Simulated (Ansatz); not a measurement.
Z-matrix (Å, degrees):
```
O
Ge 1 1.771
H 1 0.963 2 115.4
Br 2 2.376 1 98.8 3 0.0
```

The species carries charge 0 and has multiplicity 1.

(1) List the CAM-B3LYP/def2-TZVPP orbital energies in eV (the Gaussian-basis code of Ansatz). (Best estimate.)

Results:

(1) The calculation gave: Occupied: -13140.61, -10853.43, -1702.10, -1533.84, -1533.81, -1533.80, -1357.58, -1208.57, -1208.53, -1208.49, -523.03, -238.19, -179.06, -178.95, -178.91, -172.37, -122.75, -122.64, -122.50, -73.40, -73.38, -73.35, -73.26, -73.26, -36.31, -36.24, -36.20, -36.13, -36.04, -29.54, -22.98, -17.16, -14.18, -11.67, -11.62, -9.86, -9.83, -9.17. Lowest empty: -1.45, 0.63, 1.46, 2.85, 5.81, 6.14, 6.19, 6.99.
